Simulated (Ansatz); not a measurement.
Coupled-cluster diagnostics for [Cu(NH3)2]+ (CuN2H6⁺), Ansatz.

Geometry of the singlet (PBE0-D4/def2-TZVP):

```tsv
atom	x (Å)	y (Å)	z (Å)
Cu1	0.000	0.000	0.000
N2	-1.766	0.757	-0.092
H3	-1.753	1.727	-0.400
H4	-2.238	0.745	0.809
H5	-2.367	0.255	-0.742
N6	1.766	-0.757	0.092
H7	2.214	-0.800	-0.820
H8	1.759	-1.707	0.457
H9	2.384	-0.219	0.695
```

Correlated methods freeze 11 core orbitals.

(1) Estimate the CCSD(T) correlation energy, the shares of MP2 and (T), T1 and the reference's ⟨S²⟩ for: charge 1, singlet, own geometry in def2-TZVPP; and the rough time on 2 threads of Intel Xeon Platinum 8259CL on a shared host.

Answers

(1) 
| state | basis | correlation (eV) | MP2 share (%) | (T) share (%) | T1 | ⟨S²⟩ (pure) | wall time |
| --- | --- | --- | --- | --- | --- | --- | --- |
| charge 1, singlet, own geometry | def2-TZVPP | -26.257 | 101.6 | 3.7 | 0.021 | 0.00 (0.00) | 1.7 min |
Customary marks for T1 are 0.02 (closed shells), 0.045 (open shells) and about 0.05 (3d metals). T1 exceeds 0.02 in 1 of 1 rows and 0.045 in 0; the higher it lies, the less the single-reference result can be trusted.
